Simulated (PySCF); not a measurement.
C6H12O2. Atoms are numbered in the order given.

```xyz
20

C     -0.3580    -3.9616     0.0000
C      0.4701    -2.6766     0.0000
C     -0.3919    -1.4109     0.0000
C      0.4416    -0.1431     0.0000
O     -0.4608     0.9787     0.0000
C      0.1169     2.1994     0.0000
C     -0.9261     3.2897     0.0000
O      1.3152     2.3649     0.0000
H     -1.0073    -4.0154    -0.8893
H      0.2871    -4.8539     0.0000
H     -1.0073    -4.0154     0.8893
H      1.1347    -2.6655     0.8822
H      1.1347    -2.6655    -0.8822
H     -1.0520    -1.4038     0.8844
H     -1.0520    -1.4038    -0.8844
H      1.0931    -0.0776     0.8867
H      1.0931    -0.0776    -0.8867
H     -1.5707     3.1902     0.8864
H     -1.5707     3.1902    -0.8864
H     -0.4325     4.2681     0.0000
```

Geometry: TPSSh-D3(BJ)/def2-SVP. The values are those of a single conformer.

The numbers are results of PySCF with ωB97X/def2-SVP, not measurements.

Symmetry labels are those of the subgroup Cs that the program uses (full group Cs).

List the valence orbital energies around the gap with their symmetry. (An estimate is asked for; the answer gives what the named calculation found.)


```
orbital  symmetry  energy (eV)
-------  --------  -----------
HOMO−7         A"       -13.35
HOMO−6         A'       -12.68
HOMO−5         A"       -12.51
HOMO−4         A'       -12.13
HOMO−3         A'       -12.05
HOMO−2         A"       -11.76
HOMO−1         A"       -10.95
HOMO           A'       -10.23
LUMO           A"         2.93
LUMO+1         A'         3.84
LUMO+2         A'         4.39
LUMO+3         A'         4.75
```
